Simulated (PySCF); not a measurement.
## Magnetic susceptibility: `BC[C@H]1CCC(=C)C1`, C7H13B

Geometry:
```tsv
atom	x (Å)	y (Å)	z (Å)
B1	3.087	0.189	-0.354
C2	1.928	0.110	0.698
C3	0.579	-0.416	0.211
C4	-0.463	-0.580	1.323
C5	-1.789	-0.662	0.569
C6	-1.588	0.215	-0.639
C7	-2.543	0.643	-1.445
C8	-0.122	0.528	-0.773
H9	3.017	-0.373	-1.377
H10	4.057	0.788	-0.092
H11	1.774	1.070	1.201
H12	2.290	-0.559	1.490
H13	0.725	-1.386	-0.275
H14	-0.454	0.305	1.965
H15	-0.277	-1.456	1.945
H16	-1.975	-1.689	0.243
H17	-2.642	-0.345	1.170
H18	-2.327	1.261	-2.300
H19	-3.578	0.396	-1.282
H20	0.236	0.410	-1.796
H21	0.055	1.567	-0.480
```

Method used: GIAO PBE/pcSseg-1 magnetisability, rotational g tensor and spin-rotation constants, non-relativistic, gas phase in PySCF. Geometry: GFN2-xTB.

Question: How diamagnetic is it, and how anisotropic?

Answer: Isotropic -1213 × 10⁻³⁰ J/T², or -73.0 × 10⁻⁶ cm³/mol; principal values -1383, -1160, -1095 × 10⁻³⁰ J/T², anisotropy 261 × 10⁻³⁰ J/T² (root of half the summed squared differences of the principal values). The susceptibility is in cgs units.

Question: Split it along the inertial axes a, b, c into diamagnetic and paramagnetic parts about the centre of mass, with the quadrupole moment.

Answer: 
| axis | χ (10⁻⁶ cm³/mol) | diamagnetic (10⁻⁶ cm³/mol) | paramagnetic (10⁻⁶ cm³/mol) | summed x² of all electrons (Å²) | quadrupole Θ (D Å) |
| --- | --- | --- | --- | --- | --- |
| a | -72.6 | -428.0 | 355.3 | 225.8 | -3.06 |
| b | -71.1 | -1056.2 | 985.1 | 77.8 | +2.51 |
| c | -75.4 | -1288.0 | 1212.6 | 23.1 | +0.55 |

Anisotropies 2χaa − χbb − χcc = +1.2 and 2χbb − χaa − χcc = +5.9 × 10⁻⁶ cm³/mol. Θ is traceless in Buckingham's convention.

Question: And the rotational g tensor?

Answer: 
| axis | rotational constant (GHz) | g | nuclear part | electronic part |
| --- | --- | --- | --- | --- |
| a | 4.1737 | -0.0388 | 0.6579 | -0.6967 |
| b | 1.3031 | -0.0151 | 0.5880 | -0.6031 |
| c | 1.0507 | -0.0095 | 0.5891 | -0.5986 |

Asymmetric top; isotopes 11B, 12C, 1H; no vibrational averaging.
